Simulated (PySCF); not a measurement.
# Electron correlation in Pd+ (palladium, charge +1)

[Kr] 4d8 5p1, one real determinant (an excited configuration). Computed with PySCF 2.14 in aug-cc-pVDZ-PP with ECP28MDF, with scalar relativity through the core potential. Frozen: 4s2 4p6; 9 electrons correlated.

```
  level  correlation energy (mhartree)
   CCSD                        -189.35
    (T)                          -4.04
CCSD(T)                        -193.39
```

Diagnostics: T1 = 0.013, D1 = 0.0495, largest double amplitude 0.039.

Q: Is a single reference adequate?

A: Yes, within this model without spin-orbit coupling: T1 lies below 0.03 and no double amplitude reaches 0.07.

The reference is one real determinant that mixes LS terms of this configuration.
